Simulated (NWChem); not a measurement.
Species: HfH2F2; SMILES [F][HfH2][F]

```xyz
5

Hf     0.0000     0.0000    -0.0338
F      1.6017     0.0000     0.9813
F     -1.6017     0.0000     0.9813
H      0.0000    -1.4915    -1.1165
H      0.0000     1.4915    -1.1165
```
Atoms are numbered in this order, from 1.

All runs: NWChem. Geometry: optimised at PBE0/def2-SVP. def2 effective core potentials on Hf; no spin-orbit coupling. Field at 589 nm.

### Question
Estimate the computed values for B3LYP/def2-SVPD. Quantities: isotropic polarisability (bohr³); anisotropy (bohr³).

### Answer
```json
{
  "isotropic polarisability (bohr³)": "44.8",
  "anisotropy (bohr³)": "5.0"
}
```
